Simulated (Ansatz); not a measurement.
Basis-set extrapolation for CH$_{5}$NOSSi, SMILES `NC(=S)[SiH2]O` (PBE0-D4/def2-TZVP geometry, frozen core, Ansatz). Multiplicity 1, RHF reference.

```json
{"": "HF", "def2-TZVPP": "-856.702107", "def2-QZVPP": "-856.730623"}
{"": "MP2 correlation", "def2-TZVPP": "-0.901290", "def2-QZVPP": "-0.971572"}
{"": "CCSD(T) correlation", "def2-TZVPP": "-0.980215", "def2-QZVPP": "not run"}
```

Energies in hartree. Use E(X) = E(∞) + A·exp(−7.88·√X) for Hartree–Fock and E(X) = E(∞) + B·X^(−2.97) for correlation, with X = 3 and 4, and add CCSD(T) minus MP2 of the smaller set to the MP2 limit.

Q: What is the CCSD(T) energy at the basis-set limit?

A: HF limit: -856.730623 + (-0.028516) × 0.13774 = -856.73455. MP2 limit: -0.971572 + (-0.070282) × 0.74074 = -1.02363. Higher-order term: -0.980215 − (-0.901290) = -0.07892. Total: -857.83710 hartree, 4.21 eV below CCSD(T)/def2-TZVPP.
